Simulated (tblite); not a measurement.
Compound: C₄H₅F₄S (doublet state).
Atom-mapped SMILES: `[F:1][CH2:2][C@@H:3]([S:4])[CH2:5][C:6]([F:7])([F:8])[F:9]` (hydrogens: H10, H11 on C2; H12 on C3; H13, H14 on C5)

Computed with GFN2-xTB (tblite), gas phase: L-BFGS steps from a force-field or distance-geometry start until the largest atomic force falls under 0.01 eV/Å.

Step 21: E = -905.0921 eV
```
atom  x, y, z in Å  |  force x, y, z in eV/Å
F1     -1.1521   -0.9279   -1.5350    0.024  -0.013   0.032
C2     -1.5718   -0.3472   -0.3725   -0.025  -0.008   0.007
C3     -0.6332    0.7935    0.0257   -0.003  -0.002  -0.007
S4     -1.5196    1.8870    1.1601    0.027   0.037  -0.005
C5      0.6703    0.3491    0.6927    0.009   0.006   0.019
C6      1.5387   -0.5512   -0.1751   -0.009  -0.018  -0.015
F7      1.6761   -0.0972   -1.4241    0.009   0.020   0.007
F8      1.0765   -1.8019   -0.2497    0.007  -0.028   0.002
F9      2.7786   -0.6390    0.3405   -0.034   0.004  -0.021
H10    -2.5776    0.0396   -0.5625   -0.032   0.017  -0.005
H11    -1.6121   -1.1234    0.3985    0.038  -0.037  -0.031
H12    -0.4076    1.3797   -0.8717   -0.008   0.013  -0.017
H13     0.4627   -0.1911    1.6190   -0.008  -0.020   0.010
H14     1.2707    1.2294    0.9319    0.004   0.029   0.023
```

Step 22: E = -905.0925 eV
```
atom  x, y, z in Å  |  force x, y, z in eV/Å
F1     -1.1568   -0.9235   -1.5384    0.027  -0.020   0.019
C2     -1.5724   -0.3469   -0.3727   -0.023  -0.016   0.014
C3     -0.6327    0.7922    0.0243   -0.011   0.028   0.018
S4     -1.5152    1.8924    1.1566    0.023   0.028  -0.014
C5      0.6687    0.3481    0.6941    0.027  -0.005   0.016
C6      1.5383   -0.5504   -0.1738    0.025  -0.030  -0.027
F7      1.6739   -0.0979   -1.4235   -0.002   0.023   0.002
F8      1.0806   -1.8030   -0.2462   -0.005  -0.022   0.000
F9      2.7800   -0.6346    0.3386   -0.036   0.007  -0.008
H10    -2.5791    0.0396   -0.5567   -0.043   0.020  -0.009
H11    -1.6082   -1.1258    0.3954    0.033  -0.042  -0.021
H12    -0.4059    1.3761   -0.8740   -0.002   0.019  -0.024
H13     0.4601   -0.1956    1.6184   -0.011  -0.007   0.011
H14     1.2681    1.2288    0.9357    0.000   0.017   0.024
```

Step 23: E = -905.0930 eV
```
atom  x, y, z in Å  |  force x, y, z in eV/Å
F1     -1.1609   -0.9193   -1.5413    0.024  -0.021   0.007
C2     -1.5735   -0.3468   -0.3726   -0.013  -0.015   0.018
C3     -0.6323    0.7913    0.0231   -0.015   0.047   0.033
S4     -1.5098    1.8988    1.1530    0.015   0.018  -0.022
C5      0.6674    0.3470    0.6959    0.030  -0.013   0.005
C6      1.5379   -0.5499   -0.1728    0.043  -0.028  -0.028
F7      1.6715   -0.0981   -1.4229   -0.016   0.020  -0.004
F8      1.0846   -1.8046   -0.2428   -0.014  -0.008  -0.006
F9      2.7809   -0.6300    0.3364   -0.023   0.006   0.008
H10    -2.5812    0.0397   -0.5511   -0.040   0.013  -0.010
H11    -1.6035   -1.1293    0.3918    0.021  -0.040  -0.010
H12    -0.4042    1.3724   -0.8768    0.001   0.018  -0.020
H13     0.4572   -0.2003    1.6180   -0.010   0.009   0.006
H14     1.2653    1.2286    0.9402   -0.004  -0.004   0.022
```

Step 24: E = -905.0934 eV
```
atom  x, y, z in Å  |  force x, y, z in eV/Å
F1     -1.1623   -0.9167   -1.5427    0.015  -0.015   0.001
C2     -1.5745   -0.3470   -0.3723   -0.001  -0.006   0.018
C3     -0.6324    0.7914    0.0227   -0.011   0.041   0.029
S4     -1.5047    1.9048    1.1505    0.005   0.013  -0.025
C5      0.6667    0.3460    0.6972    0.017  -0.013  -0.007
C6      1.5378   -0.5499   -0.1727    0.035  -0.014  -0.017
F7      1.6696   -0.0974   -1.4226   -0.023   0.010  -0.008
F8      1.0868   -1.8059   -0.2407   -0.016   0.005  -0.015
F9      2.7809   -0.6271    0.3350    0.000   0.000   0.018
H10    -2.5833    0.0393   -0.5477   -0.023   0.000  -0.006
H11    -1.5996   -1.1328    0.3889    0.009  -0.029  -0.001
H12    -0.4034    1.3699   -0.8792    0.003   0.012  -0.007
H13     0.4549   -0.2039    1.6178   -0.008   0.020   0.000
H14     1.2628    1.2287    0.9438   -0.004  -0.024   0.019
```

Q: Estimate the geometry and energy of step 25. (The exact step hangs on the optimiser's Hessian estimate; all steps are aligned on step 24, rigid shifts and turns removed.)

A: E = -905.0936 eV, largest force 0.036 eV/Å
```
atom  x, y, z in Å  |  force x, y, z in eV/Å
F1     -1.1608   -0.9163   -1.5423    0.007  -0.005   0.004
C2     -1.5749   -0.3474   -0.3717    0.006   0.003   0.012
C3     -0.6328    0.7922    0.0232   -0.003   0.017   0.011
S4     -1.5014    1.9084    1.1498   -0.005   0.013  -0.022
C5      0.6666    0.3455    0.6976    0.000  -0.007  -0.012
C6      1.5377   -0.5502   -0.1731    0.013   0.003  -0.003
F7      1.6686   -0.0962   -1.4227   -0.019   0.001  -0.008
F8      1.0866   -1.8063   -0.2408   -0.010   0.012  -0.021
F9      2.7802   -0.6267    0.3347    0.015  -0.005   0.016
H10    -2.5844    0.0385   -0.5476   -0.005  -0.011  -0.001
H11    -1.5979   -1.1350    0.3878    0.001  -0.016   0.004
H12    -0.4037    1.3691   -0.8803    0.003   0.005   0.006
H13     0.4539   -0.2049    1.6178   -0.005   0.022  -0.004
H14     1.2615    1.2287    0.9453    0.003  -0.032   0.017
```

The energy changes by -0.0002 eV. The first-order estimate −F·Δx gives -0.0003 eV and the mean of the old and new forces, exact on a quadratic surface, -0.0002 eV. The step makes an angle of 64° with the force vector and moves no atom by more than 0.005 Å.

What follows is the cost of the whole relaxation. Time: 0.26 s of wall time. Hardware: Arm Neoverse V2, one thread, shared host with 96 logical CPUs at a one-minute load of 49.
